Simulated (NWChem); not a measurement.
System: SiH3TeOI; SMILES [SiH3]O[Te]I

Input file for NWChem:

```
start job
memory heap 200 mb stack 900 mb global 1100 mb
geometry units angstroms noautoz
  Te     0.974754     0.639998    -0.108164
  I     -0.225687    -1.784376    -0.019407
  O     -0.441064     1.772238     0.702854
  Si    -1.804697     2.308544    -0.124102
  H     -1.414883     3.070683    -1.349712
  H     -2.535594     3.196763     0.822247
  H     -2.669996     1.158216    -0.522355
end
basis spherical
  * library 3-21g
end
dft
  xc xtpss03 ctpss03
  iterations 150
  mulliken
end
task dft energy
```

The geometry was optimised at PBE0/def2-SVP (def2 core potentials past Kr).

### Question
Give the results of this calculation. (TPSS/3-21G, non-relativistic.) Quantities: basis functions; energy (Ha); highest occupied level (eV); orbital gap (eV); dipole (D).

### Answer
| Quantity | Result |
|---|---|
| number of basis functions | 90 |
| energy (Ha) | -13839.21 |
| highest occupied level (eV) | -5.21 |
| orbital gap (eV) | 1.87 |
| dipole (D) | 1.53 |
